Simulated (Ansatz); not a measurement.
Ansatz (a program for electronic structure) input file for GeH₆O₂Si, SMILES [OH][GeH2][O][SiH3], PBE-D3(BJ)/def2-SVP. 

Ansatz 0.2 input:
```yaml
crystal:
  periodic: [false, false, false]
  atoms:
    - {symbol: O, position_ang: [1.83874345, 0.26226064, 0.51430083]}
    - {symbol: Ge, position_ang: [0.58618610, -0.77946888, -0.18235576]}
    - {symbol: O, position_ang: [-0.84345229, 0.21133389, -0.52757205]}
    - {symbol: Si, position_ang: [-1.72464882, 1.31564806, 0.34579211]}
    - {symbol: H, position_ang: [2.16596113, 0.92728494, -0.10107255]}
    - {symbol: H, position_ang: [1.00464362, -1.36248594, -1.53875906]}
    - {symbol: H, position_ang: [0.27000452, -1.79463582, 0.91905240]}
    - {symbol: H, position_ang: [-3.07531748, 1.42848016, -0.27542706]}
    - {symbol: H, position_ang: [-1.06882775, 2.65891761, 0.32713807]}
    - {symbol: H, position_ang: [-1.87166491, 0.87761406, 1.76953284]}
basis:
  gaussian:
    orbitals: def2-SVP
hamiltonian:
  xc: pbe
  dispersion: d3bj
relax: {f_tol: 0.002, max_steps: 200}
```

Output:

```
WARN ansatz: RAYON_NUM_THREADS=1 ignored (pool sized by the plan → 1); use --threads N
Functional definition: PBE
integrals: 0.05 GiB planned
1181 factors; their error is unknown
mean field: 0.29 GiB planned
mean field evaluation 1: about -68548.9957 eV, gradient 7.8e1 eV
mean field evaluation 2: about -68489.6753 eV, gradient 1.8e2 eV
mean field evaluation 4: about -68559.2400 eV, gradient 8.1e0 eV
mean field evaluation 8: about -68559.3411 eV, gradient 3.9e-2 eV
mean field evaluation 16: about -68559.2669 eV, gradient 4.3e-5 eV
mean field -68559.26694491 eV, -2519.5065890851 hartree, gradient 4.3e-5 eV, S^2 0.000000; 0 other end points of the search recorded, 0 dependent functions left out
the calculation of the forces begins
reference -68559.26698435 eV, -2519.5065905346 hartree; 34, 34 occupied and 74, 74 virtual orbitals, 1181 factors
relax step   1: F+E_penalty+E_count = -68559.45326653 eV  Δ(F+E_penalty+E_count) = +0.000e0 eV  max|allowed force component| = 6.503e-1 eV/Å  Δτ_max = 0.0000 Å  (25 SCF iters, accepted)
these checks for a lower state are left out or cut short: starts, cluster_reference, orbital_swaps, neighbouring_geometries, increment
integrals: 0.05 GiB planned
1181 factors; their error is unknown
mean field: 0.29 GiB planned
mean field -68559.29014787 eV, -2519.5074417784 hartree, gradient 1.3e-5 eV, S^2 0.000000; 0 other end points of the search recorded, 0 dependent functions left out
the calculation of the forces begins
reference -68559.29018743 eV, -2519.5074432319 hartree; 34, 34 occupied and 74, 74 virtual orbitals, 1181 factors
relax step   2: F+E_penalty+E_count = -68559.47535458 eV  Δ(F+E_penalty+E_count) = -2.209e-2 eV  max|allowed force component| = 2.514e-1 eV/Å  Δτ_max = 0.0212 Å  (30 SCF iters, accepted)
these checks for a lower state are left out or cut short: starts, cluster_reference, orbital_swaps, neighbouring_geometries, increment
integrals: 0.05 GiB planned
1181 factors; their error is unknown
mean field: 0.29 GiB planned
mean field -68559.29603489 eV, -2519.5076581223 hartree, gradient 1.4e-5 eV, S^2 0.000000; 0 other end points of the search recorded, 0 dependent functions left out
the calculation of the forces begins
reference -68559.29607446 eV, -2519.5076595763 hartree; 34, 34 occupied and 74, 74 virtual orbitals, 1181 factors
relax step   3: F+E_penalty+E_count = -68559.48066626 eV  Δ(F+E_penalty+E_count) = -5.312e-3 eV  max|allowed force component| = 6.607e-2 eV/Å  Δτ_max = 0.0133 Å  (30 SCF iters, accepted)
these checks for a lower state are left out or cut short: starts, cluster_reference, orbital_swaps, neighbouring_geometries, increment
integrals: 0.05 GiB planned
1181 factors; their error is unknown
mean field: 0.29 GiB planned
mean field evaluation 32: about -68559.3702 eV, gradient 7.2e-3 eV
mean field -68559.29366827 eV, -2519.5075711505 hartree, gradient 1.3e-5 eV, S^2 0.000000; 0 other end points of the search recorded, 0 dependent functions left out
the calculation of the forces begins
reference -68559.29370771 eV, -2519.5075726001 hartree; 34, 34 occupied and 74, 74 virtual orbitals, 1181 factors
relax step   4: F+E_penalty+E_count = -68559.47894327 eV  Δ(F+E_penalty+E_count) = +1.723e-3 eV  max|allowed force component| = 1.937e-1 eV/Å  Δτ_max = 0.0313 Å  (28 SCF iters, rejected (line search))
these checks for a lower state are left out or cut short: starts, cluster_reference, orbital_swaps, neighbouring_geometries, increment
integrals: 0.05 GiB planned
1181 factors; their error is unknown
mean field: 0.29 GiB planned
mean field -68559.29667427 eV, -2519.5076816190 hartree, gradient 1.4e-5 eV, S^2 0.000000; 0 other end points of the search recorded, 0 dependent functions left out
the calculation of the forces begins
reference -68559.29671377 eV, -2519.5076830708 hartree; 34, 34 occupied and 74, 74 virtual orbitals, 1181 factors
relax step   5: F+E_penalty+E_count = -68559.48163813 eV  Δ(F+E_penalty+E_count) = -9.719e-4 eV  max|allowed force component| = 1.979e-2 eV/Å  Δτ_max = 0.0151 Å  (30 SCF iters, accepted)
these checks for a lower state are left out or cut short: starts, cluster_reference, orbital_swaps, neighbouring_geometries, increment
integrals: 0.05 GiB planned
1181 factors; their error is unknown
mean field: 0.29 GiB planned
mean field -68559.29663611 eV, -2519.5076802169 hartree, gradient 1.3e-5 eV, S^2 0.000000; 0 other end points of the search recorded, 0 dependent functions left out
the calculation of the forces begins
reference -68559.29667554 eV, -2519.5076816657 hartree; 34, 34 occupied and 74, 74 virtual orbitals, 1181 factors
relax step   6: F+E_penalty+E_count = -68559.48240624 eV  Δ(F+E_penalty+E_count) = -7.681e-4 eV  max|allowed force component| = 3.085e-2 eV/Å  Δτ_max = 0.0412 Å  (29 SCF iters, accepted)
these checks for a lower state are left out or cut short: starts, cluster_reference, orbital_swaps, neighbouring_geometries, increment
integrals: 0.05 GiB planned
1181 factors; their error is unknown
mean field: 0.29 GiB planned
mean field -68559.29638304 eV, -2519.5076709166 hartree, gradient 1.4e-5 eV, S^2 0.000000; 0 other end points of the search recorded, 0 dependent functions left out
the calculation of the forces begins
reference -68559.29642242 eV, -2519.5076723637 hartree; 34, 34 occupied and 74, 74 virtual orbitals, 1181 factors
relax step   7: F+E_penalty+E_count = -68559.48266525 eV  Δ(F+E_penalty+E_count) = -2.590e-4 eV  max|allowed force component| = 1.642e-2 eV/Å  Δτ_max = 0.0196 Å  (30 SCF iters, accepted)
these checks for a lower state are left out or cut short: starts, cluster_reference, orbital_swaps, neighbouring_geometries, increment
integrals: 0.05 GiB planned
1181 factors; their error is unknown
mean field: 0.29 GiB planned
mean field evaluation 64: about -68559.2963 eV, gradient 1.3e-5 eV
mean field -68559.29633447 eV, -2519.5076691318 hartree, gradient 1.3e-5 eV, S^2 0.000000; 0 other end points of the search recorded, 0 dependent functions left out
the calculation of the forces begins
reference -68559.29637384 eV, -2519.5076705785 hartree; 34, 34 occupied and 74, 74 virtual orbitals, 1181 factors
relax step   8: F+E_penalty+E_count = -68559.48280799 eV  Δ(F+E_penalty+E_count) = -1.427e-4 eV  max|allowed force component| = 1.605e-2 eV/Å  Δτ_max = 0.0198 Å  (30 SCF iters, accepted)
these checks for a lower state are left out or cut short: starts, cluster_reference, orbital_swaps, neighbouring_geometries, increment
integrals: 0.05 GiB planned
1181 factors; their error is unknown
mean field: 0.29 GiB planned
mean field -68559.29625532 eV, -2519.5076662231 hartree, gradient 2.4e-5 eV, S^2 0.000000; 0 other end points of the search recorded, 0 dependent functions left out
the calculation of the forces begins
reference -68559.29629468 eV, -2519.5076676695 hartree; 34, 34 occupied and 74, 74 virtual orbitals, 1181 factors
relax step   9: F+E_penalty+E_count = -68559.48281523 eV  Δ(F+E_penalty+E_count) = -7.237e-6 eV  max|allowed force component| = 7.613e-3 eV/Å  Δτ_max = 0.0064 Å  (22 SCF iters, accepted)
these checks for a lower state are left out or cut short: starts, cluster_reference, orbital_swaps, neighbouring_geometries, increment
integrals: 0.05 GiB planned
1181 factors; their error is unknown
mean field: 0.29 GiB planned
mean field -68559.29630822 eV, -2519.5076681669 hartree, gradient 2.5e-5 eV, S^2 0.000000; 0 other end points of the search recorded, 0 dependent functions left out
the calculation of the forces begins
reference -68559.29634758 eV, -2519.5076696136 hartree; 34, 34 occupied and 74, 74 virtual orbitals, 1181 factors
relax step  10: F+E_penalty+E_count = -68559.48284904 eV  Δ(F+E_penalty+E_count) = -3.381e-5 eV  max|allowed force component| = 1.568e-3 eV/Å  Δτ_max = 0.0027 Å  (22 SCF iters, accepted)
integrals: 0.05 GiB planned
1181 factors; their error is unknown
mean field: 0.29 GiB planned
mean field evaluation 96: about -68559.2963 eV, gradient 4.3e-5 eV
mean field -68559.29630822 eV, -2519.5076681669 hartree, gradient 2.5e-5 eV, S^2 0.000000; 1 other end points of the search recorded, 0 dependent functions left out
the calculation of the forces begins
reference -68559.29634758 eV, -2519.5076696136 hartree; 34, 34 occupied and 74, 74 virtual orbitals, 1181 factors
Total energy: -68559.48288841 eV, -2519.5145248623 hartree
Atom 0 at     1.831832     0.284902     0.538635 Å, force     0.000946     0.001568    -0.000574 eV/Å
Atom 1 at     0.581381    -0.778881    -0.185014 Å, force    -0.000192    -0.000732     0.000266 eV/Å
Atom 2 at    -0.858691     0.214047    -0.599105 Å, force     0.000702    -0.000245    -0.000423 eV/Å
Atom 3 at    -1.716592     1.311417     0.340608 Å, force    -0.000626     0.000289     0.000828 eV/Å
Atom 4 at     2.157004     0.937645    -0.109338 Å, force    -0.000442    -0.001150     0.000530 eV/Å
Atom 5 at     1.023830    -1.392303    -1.536052 Å, force    -0.000240     0.000206     0.000288 eV/Å
Atom 6 at     0.241736    -1.773983     0.946152 Å, force    -0.000118     0.000301    -0.000646 eV/Å
Atom 7 at    -3.089514     1.443400    -0.253681 Å, force    -0.000146    -0.000065    -0.000225 eV/Å
Atom 8 at    -1.055005     2.664506     0.341759 Å, force     0.000327    -0.000154    -0.000140 eV/Å
Atom 9 at    -1.834353     0.834200     1.766665 Å, force    -0.000211    -0.000019     0.000096 eV/Å
Dipole moment:     0.150811    -0.040777    -0.156852 e Å
```

Self-consistency was reached.
